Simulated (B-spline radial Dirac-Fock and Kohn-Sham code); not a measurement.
**Ru 3d5/2: cross section and angular parameters**

System: atomic ruthenium in the configuration [Kr] 4d7 5s1; threshold 280.0 eV (tabulated edge). The computed values come from an atomic code on a B-spline grid: Dirac-Hartree-Slater photoionisation with a Latter tail; cross sections with all multipoles, angular parameters from the dipole term and its interference with E2.

For linearly polarised light dσ/dΩ = σ/(4π) [1 + β P₂(cos θ) + (δ + γ cos²θ) sin θ cos φ], with θ from the polarisation vector and φ the angle between the beam and the projection of the electron momentum on the plane normal to the polarisation.

```
hν (eV)  σ (kb)      β       γ       δ
    300     530  1.568   0.061  -0.002
    418    2100  0.545  -0.043   0.009
    451    1880  0.659  -0.045   0.012
    496    1600  0.784  -0.041   0.016
    600    1090  0.973  -0.017   0.024
    617    1020  0.995  -0.011   0.025
    646     924  1.028  -0.001   0.027
    758     630  1.118   0.041   0.033
    796     558  1.139   0.057   0.035
    975     328  1.198   0.134   0.043
   1130     218  1.218   0.201   0.049
 1253.6     162  1.222   0.253   0.054
   2000    39.5  1.163   0.519   0.082
   2050    36.5  1.157   0.534   0.083
   2600       ?      ?       ?       ?
   3060    9.72  1.038   0.784   0.123
   3590    5.59  0.981   0.884   0.144
   7080   0.461  0.724   1.274   0.277
   8950   0.186  0.639   1.387   0.344
  10400   0.102  0.586   1.452   0.393
  12000  0.0576  0.537   1.508   0.445
```

Question: Give the values at 2600 eV.

Answer: σ = 16.8 kb, β = 1.091, γ = 0.681, δ = 0.105.
